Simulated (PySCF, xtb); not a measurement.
C₄H₃N₂, SMILES [c]1ncccn1, multiplicity 2.

Harmonic wavenumbers (cm⁻¹) from xtb with GFN2-xTB at its own minimum, in rising order: 221, 329, 503, 652, 680, 760, 897, 915, 954, 1091, 1094, 1155, 1180, 1233, 1366, 1398, 1510, 1546, 3042, 3043, 3099.

### Question
What does PBE0-D3(BJ)/def2-SVP (PySCF) give at its own minimum? (The exact figures need the calculation; the answer reports its results.)

### Answer
380, 390, 589, 709, 755, 813, 999, 1004, 1015, 1087, 1106, 1183, 1247, 1336, 1450, 1472, 1629, 1644, 3191, 3193, 3243. Paired by order, the mean absolute difference is 85 cm⁻¹ and the zero-point energies are 38.1 and 40.7 kcal/mol.
